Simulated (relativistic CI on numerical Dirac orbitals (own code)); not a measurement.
**Spin-allowed bands of a d7 ion in a tetrahedral site, by hand**

Problem. A d7 ion in a tetrahedral site has a 4A2 ground term and spin-allowed bands at ν1 = 4460 and ν2 = 7766 cm⁻¹ (from a computed ligand-field model). Find Δ and the Racah parameter B, and predict the third band.

Working.
1. The F term splits into A2 (−1.2Δ), T2 (−0.2Δ) and T1 (+0.6Δ), so ν1 = E(T2) − E(A2) = Δ = 4460 cm⁻¹.
2. T1(F) mixes with T1(P), which lies at 15B, through an element 0.4Δ. The two roots, counted from A2, are ν2,3 = ½(15B + 3Δ) ∓ ½√[(15B − Δ)² + 12BΔ].
3. Solving the lower root for B gives B = (2ν1² + ν2² − 3ν1ν2)/(15ν2 − 27ν1) = -3815124/-3930 = 971 cm⁻¹.
4. The sum of the roots is 15B + 3Δ, so ν3 = 15B + 3ν1 − ν2 = 20176 cm⁻¹ (496 nm).

Check. The bands were computed by exact diagonalisation of the d7 shell with B = 970 and Δ = 4460 cm⁻¹, which gives ν3 = 20164 cm⁻¹. C does not enter the terms of highest spin.
